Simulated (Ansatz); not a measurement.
One change: `BC(=C)S` becomes `BC(=C)C`.

Ansatz, PBE0-D4/def2-TZVP geometries, multiplicity 1. Each molecule was computed in one conformer, which needn't be the lowest.

```json
{"property": "HOMO–LUMO gap (PBE/def2-TZVPP) / eV", "`BC(=C)S`": "2.46"}
{"property": "HOMO energy (ωB97M-V/def2-TZVPP) / eV", "`BC(=C)S`": "-8.82"}
{"property": "HOMO energy (B3LYP/def2-TZVPP) / eV", "`BC(=C)S`": "-6.51"}
{"property": "LUMO energy (B3LYP/def2-TZVPP) / eV", "`BC(=C)S`": "-2.48"}
{"property": "LUMO energy (PBE0/def2-TZVPP) / eV", "`BC(=C)S`": "-2.29"}
{"property": "size of the dipole moment (ωB97M-V/def2-TZVPP) / D", "`BC(=C)S`": "0.60"}
```

Task: Give the same properties after the change, and the shifts. (Estimate.)

Result: Computed: 
```
                                          property  `BC(=C)C`  shift
               HOMO–LUMO gap (PBE/def2-TZVPP) / eV       3.97   1.51
             HOMO energy (ωB97M-V/def2-TZVPP) / eV     -10.12  -1.30
               HOMO energy (B3LYP/def2-TZVPP) / eV      -7.71  -1.20
               LUMO energy (B3LYP/def2-TZVPP) / eV      -2.15   0.33
                LUMO energy (PBE0/def2-TZVPP) / eV      -1.94   0.35
size of the dipole moment (ωB97M-V/def2-TZVPP) / D       1.11   0.51
```

With PBE0 the HOMO falls by 1.20 eV and the LUMO rises by 0.35 eV, so the gap widens by about 1.55 eV. PBE moves the HOMO by -1.21 eV and ωB97M-V by -1.30 eV. The zero-point energy changes by 73.9 kJ/mol with +6 modes. Dipoles are sizes alone; their direction can turn.

B3LYP here is the variant with VWN-RPA as its local correlation; programs differ in this.
